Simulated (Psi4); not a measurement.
A dimer, CO2 ··· CH4S (SMILES O=C=O and CS); the first 3 atoms form monomer A.

```
9

O     -1.1597     0.0000     0.0000
C      0.0000     0.0000     0.0000
O      1.1597     0.0000     0.0000
C     -2.5636     3.7693     0.5833
S     -0.7429     3.8569     0.6091
H     -2.9764     4.3572    -0.2337
H     -2.8136     2.7220     0.4229
H     -2.9885     4.0897     1.5322
H     -0.6439     5.1810     0.8094
```

Q: What interaction energy does SAPT0/jun-cc-pVDZ, frozen core run with Psi4 give, and which attractive term is the largest?

A: Total -5.41 kJ/mol: electrostatics -3.89, exchange 1.33, induction -0.33, dispersion -2.52. The most attractive term is electrostatics.
